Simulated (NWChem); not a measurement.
Molecule: SbF3; SMILES [F][Sb]([F])[F]

All runs: NWChem. Structure relaxed at the PBE0/def2-SVP level. def2 effective core potentials on Sb; no spin-orbit coupling.

**Question.** What does the run give for PBE/def2-SVP (core potentials)? Quantities: highest occupied level (eV); orbital gap (eV); dipole (D).

**Answer.** 
```
Item                         Result
---------------------------  ------
highest occupied level (eV)   -8.04
orbital gap (eV)               5.85
dipole (D)                     3.54
```
